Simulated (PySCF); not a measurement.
**From a computed spectrum to the compound**

A species of 5 atoms with charge -1 has these harmonic modes (PBE0, small Gaussian bases with core potentials, PySCF 2.14.0):

| cm⁻¹ | km/mol | symmetry |
| --- | --- | --- |
| 75 | 0.0 | e |
| 75 | 0.0 | e |
| 88 | 11.3 | t2 |
| 88 | 11.3 | t2 |
| 88 | 11.3 | t2 |
| 300 | 0.0 | a1 |
| 312 | 79.7 | t2 |
| 312 | 79.7 | t2 |
| 312 | 79.7 | t2 |

(1) Which species is it, and in which structure?

## Answers

(1) [HoCl4]− (singlet in the valence; each metal's 4f electrons, 10 of them, lie in its core potential, out of spins and levels):
```xyz
5

Ho    0.0000    0.0000    0.0000
Cl    1.4545    1.4545    1.4545
Cl   -1.4545   -1.4545    1.4545
Cl    1.4545   -1.4545   -1.4545
Cl   -1.4545    1.4545   -1.4545
```
Ideal gas at 298.15 K and 1 bar: S = 404.0 J/(mol K), Cp = 102.0 J/(mol K), H − H(0 K) = 24.3 kJ/mol (rigid rotor, harmonic modes, spin degeneracy alone, that of the 4f electrons in the core included). An lcecp potential fixes the number of 4f electrons, so in runs with it no electron can move into or out of that shell.
 The answer isn't unique; the calculation gave this one.
